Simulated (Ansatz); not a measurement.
Reaction (ligand exchange at the Al–C bond): `FC1(F)O[CH]1[AlH2]` + `BN` → `B[NH][AlH2]` + `FC1(F)CO1`

Calculated with Ansatz (gas phase, PBE0-D4/def2-TZVP geometries, no zero-point term in ΔE). CBS: MP2 limit from def2 TZ/QZ plus the TZ coupled-cluster correction, frozen cores. This one scheme is used for every species. DFT in def2-TZVPP.

Q: Is it downhill or uphill in electronic energy at CCSD(T)/CBS, and by how much? (Estimate.)

A: The calculation gave: Downhill: ΔE = -19.4 kcal/mol.

Q: What do these levels give: r2SCAN-D4, BHLYP-D4, B2PLYP, PBE0, LC-ωPBE, MP2/def2-TZVPP? (Best estimate.)

A: Ansatz gave: r2SCAN-D4 -18.9, BHLYP-D4 -20.4, B2PLYP -19.7, PBE0 -18.6, LC-ωPBE -19.0, MP2/def2-TZVPP -20.4 kcal/mol.

Largest T1 diagnostic among the species: 0.013.

From PBE to PBE0 (25 % exact exchange), in def2-TZVPP and without D4, ΔE moves by −1.4 kcal/mol. Leaving LDA and LC-ωPBE aside and taking each functional with its dispersion term where it has one, the values, not all of them listed here, spread over 3.3 kcal/mol, from BHLYP-D4 to revPBE-D4. In def2-TZVPP, CCSD(T) changes the Hartree–Fock value by +2.6 kcal/mol (the triples alone add +0.5 kcal/mol) and MP2 by +2.0 kcal/mol.
